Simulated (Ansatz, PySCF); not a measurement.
Gas-phase reaction in SMILES: FC1(F)COC1 [3,3-difluorooxetane] -> CC(F)(F)C=O
Structures are relaxed separately at B3LYP-D3(BJ)/def2-TZVP in Ansatz (a quantum-chemistry and plane-wave program), one conformer each, not searched for the lowest.

Wanted: isomerisation energy (enthalpy at 298 K, with B3LYP-D3(BJ) rigid-rotor harmonic-oscillator terms from PySCF), in kcal/mol. Correlated levels leave the core frozen unless marked. Spin-orbit coupling is left out. Non-relativistic. CBS marks a two-point X^-3 extrapolation of the correlation energy; Hartree-Fock from the larger set. The bracket is a focal-point correction in the basis named.

```
level                                                     program  isomerisation energy (kcal/mol)
-------------------------------------------------  --------------  -------------------------------
HF-D4/def2-TZVPD                                    PySCF + dftd4                              [?]
BLYP-D3(BJ)/def2-TZVPD                             Ansatz + dftd3                            -25.5
BLYP-D4/def2-TZVPD                                 Ansatz + dftd4                            -25.2
BHLYP/def2-TZVPD                                           Ansatz                            -22.4
TPSSh-D4/def2-TZVPD                                 PySCF + dftd4                            -19.2
HSE06-D3(BJ)/def2-TZVPD                            Ansatz + dftd3                            -19.0
CAM-B3LYP-D3(BJ)/def2-TZVPD                        Ansatz + dftd3                              [?]
LC-wPBE-D3(BJ)/def2-TZVPD                          Ansatz + dftd3                            -18.1
RI-MP2/CBS(cc-pVTZ,cc-pVQZ)+[CCSD(T)-MP2]/cc-pVTZ          Ansatz                            -22.5
```

**Question.** Fill in the missing entries.

**Answer.** 
- HF-D4/def2-TZVPD, isomerisation energy (kcal/mol): -24.2
- CAM-B3LYP-D3(BJ)/def2-TZVPD, isomerisation energy (kcal/mol): -22.1
